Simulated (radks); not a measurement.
Removal energies from the ytterbium ion Yb12+, [Kr] 4d10 4f9 5s2 5p1, by Delta-SCF beside the eigenvalue of the level emptied. All-electron calculation, scalar-relativistic Kohn-Sham, BLYP, spin-polarised, spherical densities, finite nucleus; Fermi nuclear charge, rms radius of each element as measured or else 0.836 A^(1/3) + 0.57 fm. Program: a radial shooting solver on a logarithmic mesh with Libxc functionals. Open shells are filled with parallel spins first.

| removed from | final configuration | Delta-SCF (eV) | -eigenvalue (eV) |
|---|---|---|---|
| 5p | [Kr] 4d10 4f9 5s2 | 235.51 | 225.95 |
| 4f | [Kr] 4d10 4f8 5s2 5p1 | 255.16 | 239.08 |
| 5s | [Kr] 4d10 4f9 5s1 5p1 | 270.02 | 259.83 |
| 4d | [Kr] 4d9 4f9 5s2 5p1 | 437.32 | 420.62 |
